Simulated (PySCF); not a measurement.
## SMILES CC(C)=C=C(C)Br, C6H9Br

Cartesian coordinates in Å; atom numbers follow the order of the lines, from 1:
```xyz
16

C    -1.6572   -0.5788   -1.2328
C    -0.9403   -0.1250    0.0054
C    -1.7060   -0.2447    1.2908
C     0.2863    0.3157   -0.0321
C     1.4746    0.8193   -0.0845
C     2.7873    0.1231    0.0233
Br    1.6542    2.7558   -0.3397
H    -2.5844   -0.0185   -1.3446
H    -1.9101   -1.6355   -1.1515
H    -1.0457   -0.4291   -2.1182
H    -2.0125   -1.2787    1.4475
H    -1.1079    0.0806    2.1379
H    -2.6053    0.3684    1.2382
H     3.3711    0.2773   -0.8843
H     3.3575    0.5221    0.8623
H     2.6309   -0.9431    0.1709
```

Level of theory: TDDFT CAM-B3LYP/def2-SVPD circular dichroism and optical rotation, one conformer, gas phase in PySCF 2.14.0. Geometry: GFN2-xTB.

The calculation is non-relativistic, which matters for the atoms heavier than Zn. No stereocentre is labelled: unless the shape is locked (an allene, a helicene, a hindered biaryl), the mirror image is equally populated and a measured rotation or CD is zero.

Task: Draw the ECD and absorption spectra from the lowest 16 states, each a Gaussian of half-width 0.35 eV at 1/e height.

Result: 
```
E (eV)  λ (nm)  Δε (L mol⁻¹ cm⁻¹)  ε (L mol⁻¹ cm⁻¹)
  4.09     303               0.00             0.481
  4.19     296              -0.01                 1
  4.29     289              -0.02              1.78
  4.39     283              -0.03              2.68
  4.49     276              -0.03              3.45
  4.59     270              -0.04              3.94
  4.69     265              -0.03               4.7
  4.79     259              -0.03              8.63
  4.89     254              -0.02              25.2
  4.99     249              -0.01              79.4
  5.09     244              -0.01               223
  5.19     239              -0.03               539
  5.29     234              -0.06              1110
  5.39     230              -0.11              1970
  5.49     226              -0.19              3020
  5.59     222              -0.29              4110
  5.69     218              -0.40              5160
  5.79     214              -0.46              6270
  5.89     211              -0.41              7610
  5.99     207              -0.20              9130
  6.09     204              +0.17             10400
  6.19     200              +0.62             10800
  6.29     197              +1.05             10400
  6.39     194              +1.42             10200
  6.49     191              +1.68             11700
  6.59     188              +1.75             16100
  6.69     185              +1.54             23400
  6.79     183              +1.05             31500
  6.89     180              +0.42             37000
  6.99     177              -0.14             37400
  7.09     175              -0.49             32400
  7.19     173              -0.61             24200
  7.29     170              -0.58             16100
  7.39     168              -0.48             10600
  7.49     166              -0.35              8500
  7.59     163              -0.22              9300
  7.69     161              -0.12             11800
  7.79     159              -0.11             14700
  7.89     157              -0.19             16600
  7.99     155              -0.32             16500
```
Δε uses R in velocity form, ε uses f in length form. Only the states computed contribute, so the short-wavelength end is incomplete.

The sign of the CD band at 160 nm isn't settled: the length form gives the opposite one.
